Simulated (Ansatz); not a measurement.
Species: C₂H₇OSi, net charge 0, doublet state. It need not be the lowest isomer of its formula. 
Coordinates optimised at B3LYP-D3(BJ)/def2-TZVP (Ansatz, a first-principles code):
```
Si
O 1 1.6676
H 2 0.9606 1 117.69
C 1 1.8753 2 104.86 3 177.51
H 4 1.0905 1 111.23 2 60.02
H 4 1.0915 5 108.36 1 -122.08
H 4 1.0947 5 108.17 6 -117.32
C 1 1.8865 2 110.61 3 57.81
H 8 1.0914 1 111.91 2 -62.07
H 8 1.0920 9 107.81 1 121.79
H 8 1.0950 9 108.25 10 117.01
```
Charge 0, spin multiplicity 2.

Property: atomisation energy (electronic, to ground-state atoms), in eV. Cores are frozen in the correlated levels unless marked. Open shells are spin-unrestricted. Spin-orbit coupling is left out. Non-relativistic. The coupled-cluster limit lacks core correlation, which all-electron functionals hold. CBS marks a two-point X^-3 extrapolation of the correlation energy; Hartree-Fock from the larger set.

```
level                                        program  atomisation energy (eV)  minus last row
------------------------------------  --------------  -----------------------  --------------
HF/cc-pV(D+d)Z                                Ansatz                    30.77          -11.55
B3LYP-D4/def2-TZVPD                   Ansatz + dftd4                    42.24           -0.08
r2SCANh/def2-TZVPD                            Ansatz                    42.19           -0.13
HSE06/def2-TZVPD                              Ansatz                    42.12           -0.20
B2PLYP/def2-TZVPD                             Ansatz                    41.68           -0.64
MP2/STO-3G                                    Ansatz                    41.70           -0.62
CCSD(T)/CBS(cc-pV(T+d)Z,cc-pV(Q+d)Z)          Ansatz                    42.32            0.00
```
